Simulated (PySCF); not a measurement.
C3H6NO, SMILES [CH2]N(C=O)C, multiplicity 2. Atoms are numbered in the order given.

```xyz
11

C     -1.4304    -0.3651     0.0000
N     -0.0598    -0.3637     0.0000
C      0.6568    -1.6174     0.0000
C      0.6305     0.8298     0.0000
O      0.1078     1.9189     0.0000
H     -1.9506    -1.3197     0.0000
H     -1.9275     0.6020     0.0000
H      0.4110    -2.2118     0.8944
H      1.7373    -1.4202     0.0000
H      0.4110    -2.2118    -0.8944
H      1.7337     0.6718     0.0000
```
Charge 0, spin multiplicity 2.

Geometry: PBE0-D3(BJ)/def2-SVP. The isomer is the one that the SMILES or the coordinates give; other isomers of the formula were not compared. One conformer was computed; it need not be the lowest.

All values below come from PBE/pcH-1 in PySCF.

Unrestricted Kohn–Sham, ⟨S²⟩ = 0.753. Hyperfine tensors hold the contact and dipolar terms, without spin-orbit corrections.

Computed hyperfine couplings:
```json
[
 {"nucleus": "13C no. 1", "A(iso) (MHz)": "55.2", "A(iso) (G)": "19.7", "dipolar principal values (MHz)": "-64.9, -63.9, 128.8"},
 {"nucleus": "14N no. 2", "A(iso) (MHz)": "-4.2", "A(iso) (G)": "-1.5", "dipolar principal values (MHz)": "-4.5, -3.6, 8.1"},
 {"nucleus": "13C no. 3", "A(iso) (MHz)": "-4.5", "A(iso) (G)": "-1.6", "dipolar principal values (MHz)": "-1.2, -0.5, 1.7"},
 {"nucleus": "13C no. 4", "A(iso) (MHz)": "3.5", "A(iso) (G)": "1.2", "dipolar principal values (MHz)": "-9.6, -8.0, 17.6"},
 {"nucleus": "17O no. 5", "A(iso) (MHz)": "-4.0", "A(iso) (G)": "-1.4", "dipolar principal values (MHz)": "-35.8, 17.6, 18.2"},
 {"nucleus": "1H no. 6", "A(iso) (MHz)": "-51.5", "A(iso) (G)": "-18.4", "dipolar principal values (MHz)": "-30.7, 1.0, 29.8"},
 {"nucleus": "1H no. 7", "A(iso) (MHz)": "-51.0", "A(iso) (G)": "-18.2", "dipolar principal values (MHz)": "-28.3, -0.3, 28.6"},
 {"nucleus": "1H no. 8", "A(iso) (MHz)": "10.3", "A(iso) (G)": "3.7", "dipolar principal values (MHz)": "-2.9, -2.3, 5.2"},
 {"nucleus": "1H no. 9", "A(iso) (MHz)": "-1.4", "A(iso) (G)": "-0.5", "dipolar principal values (MHz)": "-2.3, -2.1, 4.4"},
 {"nucleus": "1H no. 10", "A(iso) (MHz)": "10.3", "A(iso) (G)": "3.7", "dipolar principal values (MHz)": "-2.9, -2.3, 5.2"},
 {"nucleus": "1H no. 11", "A(iso) (MHz)": "-11.5", "A(iso) (G)": "-4.1", "dipolar principal values (MHz)": "-6.0, -2.3, 8.3"}
]
```
